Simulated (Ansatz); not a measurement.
Total energies of ZnMeBr (CH3BrZn) from Ansatz at PBE-D4/def2-TZVP, gas phase (1 Eh = 27.2114 eV = 2625.5 kJ/mol). The reference geometry is relaxed at PBE0-D4/def2-TZVP.

| state | geometry | energy (Eh) |
| --- | --- | --- |
| charge 0 singlet | reference | -4392.82853 |
| charge 1 doublet | reference | -4392.45627 |
| charge 1 doublet | relaxed at PBE0-D4/def2-TZVP | -4392.46172 |
| free Zn atom (singlet) | – | -1779.12986 |
| free C atom (triplet) | – | -37.79597 |
| free H atom (doublet) | – | -0.49962 |
| free Br atom (doublet) | – | -2573.72072 |

Question: Work out the vertical ionisation energy to the doublet.

Answer: E(charge 1 doublet) − E(charge 0 singlet) = -4392.45627 − (-4392.82853) = 0.37226 Eh = 10.13 eV. For comparison, −ε of the highest occupied level is 6.91 eV at this level, 3.22 eV less.

Question: How much does the charge 1 doublet relax, and what is the adiabatic ionisation energy?

Answer: Relaxation: -4392.45627 − (-4392.46172) = 0.00545 Eh = 0.15 eV. Adiabatic ionisation energy: 0.36681 Eh = 9.98 eV, without zero-point energy. 

Question: What is the binding energy per atom against free atoms?

Answer: Atoms: 1 × (-1779.12986) + 1 × (-37.79597) + 3 × (-0.49962) + 1 × (-2573.72072) = -4392.14541 Eh. Binding: -4392.14541 − (-4392.82853) = 0.68312 Eh = 18.59 eV, or 3.10 eV for each of 6 atoms (no zero-point energy, no counterpoise term).

At PBE-D4/def2-TZVP the gap within one spin of the charge 1 doublet nearly closes, so an electron or hole may be smeared out by delocalisation error. At PBE-D4/def2-TZVP the gap within one spin of the relaxed charge 1 doublet nearly closes, so an electron or hole may be smeared out by delocalisation error.
